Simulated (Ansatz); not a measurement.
Reaction (substitution at a C–Si bond): `C[Si]N(C)C` + `OCS` → `COCS` + `CN(C)[SiH]`

Calculated with Ansatz (gas phase, PBE0-D4/def2-TZVP geometries, no zero-point term in ΔE). CCSD(T)/CBS adds triple-zeta CCSD(T) − MP2 to the extrapolated MP2 energy (def2 sets, frozen cores). This one scheme is used for every species. DFT in def2-TZVPP. B3LYP here is the variant with VWN-RPA as its local correlation; programs differ in this. One conformer a species, not always the lowest.

`C[Si]N(C)C`:

```xyz
14

C    -1.525   -0.608   -1.637
Si   -0.314    0.840   -1.363
N     0.392    0.415    0.146
C     0.147   -0.728    0.994
C     1.395    1.296    0.710
H    -1.010   -1.573   -1.693
H    -2.277   -0.676   -0.843
H    -2.055   -0.461   -2.582
H    -0.607   -1.383    0.562
H    -0.199   -0.411    1.986
H     1.066   -1.309    1.140
H     1.081    1.674    1.691
H     2.350    0.773    0.843
H     1.556    2.148    0.046
```

`OCS`:

```xyz
7

O    -0.528   -0.328    1.077
C    -0.254   -0.013   -0.265
S     1.400   -0.542   -0.712
H    -1.405    0.006    1.290
H    -0.911   -0.553   -0.958
H    -0.355    1.060   -0.459
H     2.053    0.370    0.027
```

`COCS`:

Cartesian coordinates in Å:
```
C -1.395 0.053 -0.094
O -0.341 -0.243 0.790
C 0.863 -0.512 0.159
S 1.664 0.910 -0.654
H -1.582 -0.785 -0.779
H -1.179 0.951 -0.683
H -2.283 0.223 0.513
H 1.537 -0.911 0.915
H 0.747 -1.252 -0.645
H 1.967 1.566 0.477
```

`CN(C)[SiH]`:

```xyz
11

C     0.938    0.523   -0.874
N    -0.266    0.268   -0.107
C    -0.112   -0.861    0.785
Si   -1.641    1.265   -0.328
H     0.788    1.379   -1.534
H     1.204   -0.346   -1.486
H     1.785    0.738   -0.212
H     0.130   -1.771    0.222
H    -1.032   -1.026    1.342
H     0.707   -0.687    1.494
H    -2.501    0.520    0.698
```

(1) Is it downhill or uphill in electronic energy at CCSD(T)/CBS, and by how much? (An estimate is asked.)

(2) What do these levels give: PBE-D4, B3LYP-D4, ωB97M-V, PBE0, SCS-MP2/def2-TZVPP, MP2/def2-QZVPP? (Estimate.)

Largest T1 diagnostic among the species: 0.015.

Answers

(1) The calculation gave: Uphill: ΔE = +0.69 eV.

(2) The calculation gave: PBE-D4 0.63, B3LYP-D4 0.60, ωB97M-V 0.67, PBE0 0.65, SCS-MP2/def2-TZVPP 0.62, MP2/def2-QZVPP 0.73 eV.

In def2-TZVPP, CCSD(T) changes the Hartree–Fock value by +0.09 eV (the triples alone add −0.00 eV) and MP2 by +0.16 eV. From PBE to PBE0 (25 % exact exchange), in def2-TZVPP and without D4, ΔE moves by +0.03 eV.
